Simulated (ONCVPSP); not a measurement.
# Pseudopotential generation for gallium (Ga): ONCV, PBEsol, scalar-relativistic.

ONCVPSP 4.0.1 input, shortened (lines: element, Z, core and valence counts, functional; n l f; lmax; l rc ep ncon nbas qcut; lloc lpopt rc5 dvloc0; l nproj debl; icmod fcfact rcfact), PBEsol, scalar-relativistic:

```
  Ga 31.00    3    5  -116133      upf
    1    0    2.00
    2    0    2.00
    2    1    6.00
    3    0    2.00
    3    1    6.00
    3    2   10.00
    4    0    2.00
    4    1    1.00
    2
    0    1.15    0.00    3    7   10.70
    1    1.15    0.00    5    9   14.50
    2    1.00    0.00    4    8   14.60
    2    5    1.00    0.00
    0    3    3.30
    1    2    0.50
    2    0    1.60
    3    2.50    1.10
```

All-electron outer shells of the reference configuration (PBEsol, scalar-relativistic, ld1.x):

```json
{"shell": "2s", "level (eV)": "-1261.21", "outermost node (bohr)": "0.07", "outermost maximum (bohr)": "0.18"}
{"shell": "2p", "level (eV)": "-1098.23", "outermost node (bohr)": "–", "outermost maximum (bohr)": "0.15"}
{"shell": "3s", "level (eV)": "-147.78", "outermost node (bohr)": "0.27", "outermost maximum (bohr)": "0.56"}
{"shell": "3p", "level (eV)": "-98.68", "outermost node (bohr)": "0.24", "outermost maximum (bohr)": "0.56"}
{"shell": "3d", "level (eV)": "-19.16", "outermost node (bohr)": "–", "outermost maximum (bohr)": "0.53"}
{"shell": "4s", "level (eV)": "-8.96", "outermost node (bohr)": "0.81", "outermost maximum (bohr)": "1.90"}
{"shell": "4p", "level (eV)": "-2.57", "outermost node (bohr)": "0.87", "outermost maximum (bohr)": "2.53"}
```

**Question.** Does the generator finish with these settings?

**Answer.** Yes, a potential is produced and its reference levels are reproduced.

**Question.** Estimate the cutoffs (Ha) at which the residual kinetic energy of the hardest occupied pseudo-wave falls to 1 and 0.1 mHa per electron.

**Answer.** 92 Ha and 102 Ha.

**Question.** What does a ghost test show?

**Answer.** No bound ghost flagged; GHOST(+) flags only above 600 eV.

**Question.** Which valence shell sets the plane-wave cutoff?

**Answer.** 3d: 92 Ha for 1 mHa per electron, against 56 Ha for 3p.

Its largest configuration-test error is -1.5 meV (3s2 3p6 3d10 4s1 4p0). 1 of 4 tests not solved or not reliable.
